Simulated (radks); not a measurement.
Values are calculated unless marked as measured or tabulated.
Q: All-electron atom: Ir25+ in [Kr] 4d10 4f6. Level of theory: Dirac Kohn-Sham, PBE, spin-unpolarised, spherical densities, point nucleus; open shells are shared between the two j in proportion to 2j + 1 (a radial shooting solver on a logarithmic mesh with Libxc functionals). Some entries of the table are withheld. Estimate them.

orbital     occ.  eigenvalue (eV)  <r^2> (bohr^2)  r(max) (bohr)
1s1/2          2        -76798.02       0.0004193        0.01081
2s1/2          2        -14064.89             (1)        0.06249
2p1/2          2        -13503.61        0.004518        0.04620
2p3/2          4        -11876.00        0.005711        0.05336
3s1/2          2              (2)         0.04122         0.1758
3p1/2          2        -3633.088         0.03768         0.1643
3p3/2          4        -3275.248         0.04406         0.1788
3d3/2          4        -2858.709         0.03392         0.1397
3d5/2          6        -2781.444         0.03566         0.1437
4s1/2          2        -1390.417          0.1890         0.3914
4p1/2          2              (3)          0.1909         0.3891
4p3/2          4              (4)          0.2174         0.4166
4d3/2          4        -1014.944             (5)            (6)
4d5/2          6        -996.4019             (7)            (8)
4f5/2    2.57143        -775.0289          0.2169         0.3588
4f7/2    3.42857        -770.4785          0.2204         0.3621
5s1/2          0        -680.6070          0.6758         0.7731
5p1/2          0        -635.7956          0.7117         0.7912
5p3/2          0        -605.2797          0.7841         0.8352

A: 
(1) 2s1/2 <r^2> (bohr^2): 0.006359
(2) 3s1/2 eigenvalue (eV): -3883.428
(3) 4p1/2 eigenvalue (eV): -1283.632
(4) 4p3/2 eigenvalue (eV): -1190.187
(5) 4d3/2 <r^2> (bohr^2): 0.2196
(6) 4d3/2 r(max) (bohr): 0.4063
(7) 4d5/2 <r^2> (bohr^2): 0.2278
(8) 4d5/2 r(max) (bohr): 0.4144
